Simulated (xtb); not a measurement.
H3Cl3HfOSi, charge +1, doublet, from a rough starting geometry (GFN-xTB shapes and energies of metal compounds can be far from the true ones) (the multiplicity is a formal guess); GFN2-xTB (xtb).

The xtb input:
```
$ xtb mol.xyz --gfn 2 --chrg 1 --uhf 1 --opt vtight --json

# file mol.xyz
9

Hf     0.33171781     0.62010877     1.27626373
Cl     2.10279874     1.67063577     2.14359368
Cl    -0.78126514    -0.21865965     3.08309751
Cl    -1.05270193     2.27337724     0.38762595
O      0.63462448    -0.57823215    -0.04864063
Si    -0.18461164    -0.84162788    -1.44917079
H     -1.57441978    -1.30703769    -1.03625343
H      0.59662617    -1.90418369    -2.11718973
H     -0.18551188     0.36349883    -2.21425981
```

Output, abridged:

```
   ID    Z sym.   atoms
    1   72 Hf     1
    2   17 Cl     2-4
    3    8 O      5
    4   14 Si     6
    5    1 H      7-9

           -------------------------------------------------
          |                Calculation Setup                |
           -------------------------------------------------

           -------------------------------------------------
          |                 G F N 2 - x T B                 |
           -------------------------------------------------

          ...................................................
          :                      SETUP                      :
          :.................................................:
          :  # basis functions                  57          :
          :  # atomic orbitals                  52          :
          :  # shells                           20          :
          :  # electrons                        37          :
          :  max. iterations                   250          :
          :  Hamiltonian                  GFN2-xTB          :
          :  restarted?                      false          :
          :  GBSA solvation                  false          :
          :  PC potential                    false          :
          :  electronic temp.          300.0000000     K    :
          :  accuracy                    1.0000000          :
          :  -> integral cutoff          0.2500000E+02      :
          :  -> integral neglect         0.1000000E-07      :
          :  -> SCF convergence          0.1000000E-05 Eh   :
          :  -> wf. convergence          0.1000000E-03 e    :
          :  Broyden damping             0.4000000          :
          :  net charge                          1          :
          :  unpaired electrons                  1          :
          ...................................................

 iter      E             dE          RMSdq      gap      omega  full diag
   1     -9.0392674 -0.903927E+01  0.301E+01    0.37       0.0  T
   2     -4.3261552  0.471311E+01  0.346E+01    0.09       1.0  T
   3    -19.5441453 -0.152180E+02  0.183E+01    5.45       1.0  T
   4    -21.1218833 -0.157774E+01  0.124E+01    5.73       1.0  T
   5    -21.6220933 -0.500210E+00  0.107E+01    4.51       1.0  T
   6    -21.8050470 -0.182954E+00  0.868E+00    4.14       1.0  T
   7    -21.8545979 -0.495509E-01  0.837E+00    4.16       1.0  T
   8    -21.8940661 -0.394682E-01  0.790E+00    4.16       1.0  T
   9    -21.9593695 -0.653034E-01  0.744E+00    4.11       1.0  T
  10    -22.1372598 -0.177890E+00  0.514E+00    3.55       1.0  T
  11    -22.1858420 -0.485823E-01  0.423E+00    3.49       1.0  T
  12    -22.2256436 -0.398016E-01  0.270E+00    2.84       1.0  T
  13    -22.2414414 -0.157978E-01  0.209E+00    2.98       1.0  T
  14    -22.1964301  0.450113E-01  0.306E+00    2.93       1.0  T
  15    -22.2168124 -0.203823E-01  0.254E+00    3.05       1.0  T
  16    -22.2220950 -0.528262E-02  0.240E+00    3.07       1.0  T
  17    -22.2474943 -0.253993E-01  0.161E+00    3.17       1.0  T
  18    -22.2610063 -0.135119E-01  0.115E+00    3.16       1.0  T
  19    -22.2688404 -0.783409E-02  0.489E-01    3.25       1.0  T
  20    -22.2688052  0.351498E-04  0.475E-01    3.26       1.0  T
  21    -22.2587872  0.100180E-01  0.116E+00    3.25       1.0  T
  22    -22.2677905 -0.900325E-02  0.594E-01    3.27       1.0  T
  23    -22.2698657 -0.207519E-02  0.291E-01    3.29       1.0  T
  24    -22.2690980  0.767632E-03  0.390E-01    3.27       1.0  T
  25    -22.2693966 -0.298607E-03  0.322E-01    3.28       1.0  T
  26    -22.2701102 -0.713595E-03  0.160E-01    3.28       1.0  T
  27    -22.2699896  0.120674E-03  0.185E-01    3.28       1.0  T
  28    -22.2702609 -0.271380E-03  0.471E-02    3.28       1.0  T
  29    -22.2702611 -0.115096E-06  0.429E-02    3.29       1.0  T
  30    -22.2702576  0.344539E-05  0.407E-02    3.28       1.0  T
  31    -22.2702683 -0.107208E-04  0.240E-02    3.28       1.4  T
[...]
 * total energy  :   -22.2172500 Eh     change       -0.1395420E-03 Eh
 * total energy  :   -22.2173189 Eh     change       -0.6884635E-04 Eh
 * total energy  :   -22.2173548 Eh     change       -0.3588764E-04 Eh
 * total energy  :   -22.2173811 Eh     change       -0.2629413E-04 Eh
 * total energy  :   -22.2174001 Eh     change       -0.1901113E-04 Eh
 * total energy  :   -22.2174149 Eh     change       -0.1478725E-04 Eh
 * total energy  :   -22.2174289 Eh     change       -0.1400076E-04 Eh
 * total energy  :   -22.2174356 Eh     change       -0.6732928E-05 Eh
 * total energy  :   -22.2174368 Eh     change       -0.1226022E-05 Eh
 * total energy  :   -22.2174372 Eh     change       -0.4313853E-06 Eh
 * total energy  :   -22.2174374 Eh     change       -0.1890644E-06 Eh
 * total energy  :   -22.2174375 Eh     change       -0.5185234E-07 Eh
   *** GEOMETRY OPTIMIZATION CONVERGED AFTER 47 ITERATIONS ***
         :: total energy             -22.217437490837 Eh    ::
[...]
        17        2.0000           -0.5974452             -16.2573
        18        2.0000           -0.5972060             -16.2508
        19        1.0000           -0.5714168             -15.5490 (HOMO)
        20                         -0.4845168             -13.1844 (LUMO)
        21                         -0.4814431             -13.1007
        22                         -0.4729543             -12.8697
        23                         -0.4674697             -12.7205
        24                         -0.4513875             -12.2829
        25                         -0.3885547             -10.5731
        26                         -0.3762280             -10.2377
        27                         -0.3380655              -9.1992
        28                         -0.2286662              -6.2223
        29                         -0.2175838              -5.9208
        30                         -0.1818160              -4.9475
       ...                                ...                  ...
        52                          0.9815549              26.7095
      -------------------------------------------------------------
                  HL-Gap            0.0869001 Eh            2.3647 eV
             Fermi-level           -0.5560024 Eh          -15.1296 eV

     #   Z          covCN         q      C6AA      α(0)
     1  72 Hf       3.337     1.057   134.351    24.951
     2  17 Cl       0.732    -0.165   104.059    15.603
     3  17 Cl       0.757    -0.057   100.739    15.353
     4  17 Cl       0.732    -0.154   103.689    15.575
     5   8 O        1.468    -0.489    22.842     6.442
     6  14 Si       3.832     0.552    95.536    18.697
     7   1 H        0.796     0.148     1.432     1.881
     8   1 H        0.919     0.053     2.283     2.363
     9   1 H        0.917     0.054     2.270     2.357

 Mol. C6AA /au·bohr⁶  :       3614.423358
 Mol. C8AA /au·bohr⁸  :     224879.806466
 Mol. α(0) /au        :        103.223557

Wiberg/Mayer (AO) data.
largest (>0.10) Wiberg bond orders for each atom

 ---------------------------------------------------------------------------
     #   Z sym  total        # sym  WBO       # sym  WBO       # sym  WBO
 ---------------------------------------------------------------------------
     1  72 Hf   3.959 --     4 Cl   1.150     2 Cl   1.109     3 Cl   0.838
                             5 O    0.719     6 Si   0.107
     2  17 Cl   1.394 --     1 Hf   1.109     4 Cl   0.112
     3  17 Cl   1.504 --     1 Hf   0.838     7 H    0.278
     4  17 Cl   1.431 --     1 Hf   1.150     2 Cl   0.112
     5   8 O    2.354 --     6 Si   1.296     1 Hf   0.719
     6  14 Si   3.693 --     5 O    1.296     8 H    0.844     9 H    0.834
                             7 H    0.496     1 Hf   0.107
     7   1 H    0.895 --     6 Si   0.496     3 Cl   0.278
     8   1 H    0.993 --     6 Si   0.844
     9   1 H    0.993 --     6 Si   0.834
 ---------------------------------------------------------------------------

Topologies differ in total number of bonds
Writing topology from bond orders to xtbtopo.mol

molecular dipole:
                 x           y           z       tot (Debye)
 q only:       -0.162      -0.700      -0.577
   full:        0.782       0.015       0.075       1.998
molecular quadrupole (traceless):
                xx          xy          yy          xz          yz          zz
 q only:       -3.129       4.074      -0.453       3.462       5.617       3.583
  q+dip:       -3.285       3.898      -1.627       5.648       6.662       4.912
   full:       -3.114       4.855      -2.105       4.462       6.563       5.219

optimized geometry written to: xtbopt.xyz

           -------------------------------------------------
          | TOTAL ENERGY              -22.217437490837 Eh   |
          | GRADIENT NORM               0.000066587469 Eh/α |
          | HOMO-LUMO GAP               2.364671111312 eV   |
           -------------------------------------------------
```
